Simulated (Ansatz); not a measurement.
`[GeH3][S][SiH2]I` and `C=C[SiH2][S][GeH3]` differ in one atom or group.

Ansatz, PBE0-D4/def2-TZVP geometries, multiplicity 1. Each molecule was computed in one conformer, which needn't be the lowest.

Elements past krypton have def2 core potentials. Scalar relativity is left out up to krypton. Spin–orbit coupling is left out; it splits and shifts lone-pair levels of the heavy atoms by tenths of an eV.

```tsv
property	`[GeH3][S][SiH2]I`
size of the dipole moment (ωB97M-V/def2-TZVPP) / D	2.29
size of the dipole moment (B3LYP/def2-TZVPP) / D	2.16
HOMO energy (ωB97M-V/def2-TZVPP) / eV	-9.79
size of the dipole moment (PBE/def2-TZVPP) / D	2.03
HOMO–LUMO gap (B3LYP/def2-TZVPP) / eV	6.21
HOMO energy (PBE0/def2-TZVPP) / eV	-7.62
```

Problem. Give the same properties after the change, and the shifts. (Best estimate.)

Solution. Ansatz gave: 
| property | `C=C[SiH2][S][GeH3]` | shift |
| --- | --- | --- |
| size of the dipole moment (ωB97M-V/def2-TZVPP) / D | 1.67 | -0.62 |
| size of the dipole moment (B3LYP/def2-TZVPP) / D | 1.63 | -0.53 |
| HOMO energy (ωB97M-V/def2-TZVPP) / eV | -9.49 | 0.30 |
| size of the dipole moment (PBE/def2-TZVPP) / D | 1.59 | -0.44 |
| HOMO–LUMO gap (B3LYP/def2-TZVPP) / eV | 6.21 | 0.00 |
| HOMO energy (PBE0/def2-TZVPP) / eV | -7.34 | 0.28 |

Dipoles are sizes alone; their direction can turn.

Positive LUMOs are unbound, so they and the gaps depend on the basis.

B3LYP here is the variant with VWN-RPA as its local correlation; programs differ in this.
